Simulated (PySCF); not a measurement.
# F²⁺ (fluorine, charge +2): UHF calculation

Configuration: [He] 2s2 2p3, high-spin 4S determinant. Calculation: PySCF 2.14, in x2c-TZVPall; the spin-free X2C one-electron Hamiltonian (Gaussian nucleus).

```json
{
 "Total energy": "-97.696808 hartree",
 "One-electron energy": "-126.3055 hartree",
 "Hartree (Coulomb) energy": "37.8317 hartree",
 "Exchange energy": "-9.2230 hartree",
 "⟨S²⟩": "3.7538",
 "⟨L²⟩": "0.000",
 "Sum of ⟨r⟩": "4.827 bohr",
 "Sum of ⟨r²⟩": "4.986 bohr²",
 "Langevin diamagnetic susceptibility": "-3.95 ×10⁻⁶ cm³/mol",
 "Time after the integrals": "0.05 s of wall time on 1 thread of Neoverse-V2 (shared host)"
}
```

| shell | electrons | mean orbital energy (hartree) | rms radius, mean of both spins (bohr) |
| --- | --- | --- | --- |
| 1s α | 1 | -28.19163 | 0.203 |
| 1s β | 1 | -28.00923 | 0.203 |
| 2s α | 1 | -3.24058 | 1.01 |
| 2s β | 1 | -2.60414 | 1.01 |
| 2p α | 3 | -2.34750 | 0.979 |
